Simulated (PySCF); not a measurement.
Job for PySCF: R-M06-2X/def2-TZVPP on SiH4 (SMILES [SiH4]).

```python
from pyscf import gto, dft

mol = gto.M(
    atom='''
    Si    0.00000053    0.00001668   -0.00000201
    H    -0.16914983    1.22354657   -0.81594807
    H    -0.74398622    0.14791459    1.27122361
    H     1.43708743   -0.20475324    0.29026913
    H    -0.52395191   -1.16662460   -0.74554265
    ''',
    basis='def2-tzvpp',
    charge=0, spin=0, verbose=4, max_memory=1800)
mf = dft.RKS(mol, xc='m062x').density_fit(auxbasis='def2-universal-jkfit')
mf.grids.level = 4
mf.conv_tol = 1e-9
mf.max_cycle = 150
mf.kernel()
mf.dip_moment()
```

Program output:

```
PySCF version 2.14.0

[INPUT] verbose = 4
[INPUT] num. atoms = 5
[INPUT] num. electrons = 18
[INPUT] charge = 0
[INPUT] spin (= nelec alpha-beta = 2S) = 0
[INPUT] symmetry False subgroup None
[INPUT] Mole.unit = angstrom
[INPUT] Symbol           X                Y                Z      unit          X                Y                Z       unit  Magmom
[INPUT]  1 Si     0.000000530000   0.000016680000  -0.000002010000 AA    0.000001001555   0.000031520632  -0.000003798350 Bohr   0.0
[INPUT]  2 H     -0.169149830000   1.223546570000  -0.815948070000 AA   -0.319646852717   2.312167917951  -1.541918384167 Bohr   0.0
[INPUT]  3 H     -0.743986220000   0.147914590000   1.271223610000 AA   -1.405930196250   0.279518064927   2.402264465981 Bohr   0.0
[INPUT]  4 H      1.437087430000  -0.204753240000   0.290269130000 AA    2.715701659755  -0.386927546717   0.548529158116 Bohr   0.0
[INPUT]  5 H     -0.523951910000  -1.166624600000  -0.745542650000 AA   -0.990125612343  -2.204600984180  -1.408871422682 Bohr   0.0

nuclear repulsion = 21.331752130389
number of shells = 38
number of NR pGTOs = 127
number of NR cGTOs = 98
basis = def2-tzvpp
ecp = {}


******** <class 'pyscf.df.df_jk.DFRKS'> ********
method = DFRKS
initial guess = minao
damping factor = 0
level_shift factor = 0
DIIS = <class 'pyscf.scf.diis.CDIIS'>
diis_start_cycle = 1
diis_space = 8
diis_damp = 0
SCF conv_tol = 1e-09
SCF conv_tol_grad = None
SCF max_cycles = 150
direct_scf = False
XC library pyscf.dft.libxc version 7.1.2
    S. Lehtola, C. Steigemann, M. J. T. Oliveira, and M. A. L. Marques,  SoftwareX 7, 1–5 (2018)
XC functionals = m062x
    Y. Zhao and D. G. Truhlar,  Theor. Chem. Acc. 120, 215 (2008)
    Y. Zhao and D. G. Truhlar,  Theor. Chem. Acc. 120, 215 (2008)
radial grids:
    Treutler-Ahlrichs [JCP 102, 346 (1995); DOI:10.1063/1.469408] (M4) radial grids

becke partition: Becke, JCP 88, 2547 (1988); DOI:10.1063/1.454033
pruning grids: <function nwchem_prune>
grids dens level: 4
symmetrized grids: False
atomic radii adjust function: <function treutler_atomic_radii_adjust>
small_rho_cutoff = 0
Set gradient conv threshold to 3.16228e-05
Initial guess from minao.
tot grids = 91752
******** <class 'pyscf.df.df.DF'> ********
auxbasis = def2-universal-jkfit
init E= -291.558368575554
  HOMO = -0.387137759742104  LUMO = 0.0333823301538027  gap/eV = 11.44293
cycle= 1 E= -291.850623660103  delta_E= -0.292  |g|= 0.12  |ddm|= 1.36
  HOMO = -0.413290099864531  LUMO = 0.0631613959214232  gap/eV = 12.96491
cycle= 2 E= -291.854472473653  delta_E= -0.00385  |g|= 0.0395  |ddm|= 0.106
  HOMO = -0.406194541789921  LUMO = 0.0687198929994391  gap/eV = 12.92308
cycle= 3 E= -291.854785801108  delta_E= -0.000313  |g|= 0.0125  |ddm|= 0.0463
  HOMO = -0.407424096972959  LUMO = 0.068414870234975  gap/eV = 12.94824
cycle= 4 E= -291.854821533645  delta_E= -3.57e-05  |g|= 0.00101  |ddm|= 0.00873
  HOMO = -0.407496054063678  LUMO = 0.0684114153277242  gap/eV = 12.95010
cycle= 5 E= -291.854822187918  delta_E= -6.54e-07  |g|= 0.000107  |ddm|= 0.00151
  HOMO = -0.407461210999792  LUMO = 0.0684367691039408  gap/eV = 12.94984
cycle= 6 E= -291.854822194887  delta_E= -6.97e-09  |g|= 2.3e-05  |ddm|= 0.000184
  HOMO = -0.407468301764766  LUMO = 0.0684325422428933  gap/eV = 12.94992
cycle= 7 E= -291.854822195109  delta_E= -2.22e-10  |g|= 3.21e-06  |ddm|= 4.69e-05
  HOMO = -0.407467692122292  LUMO = 0.0684328451550759  gap/eV = 12.94991
Extra cycle  E= -291.854822195111  delta_E= -2.79e-12  |g|= 1.46e-06  |ddm|= 4.51e-06
converged SCF energy = -291.854822195111
Dipole moment(X, Y, Z, Debye):  0.00002, -0.00002, -0.00003
```

The calculation finished and met its thresholds.

Cost: around 6 core-seconds (rough).
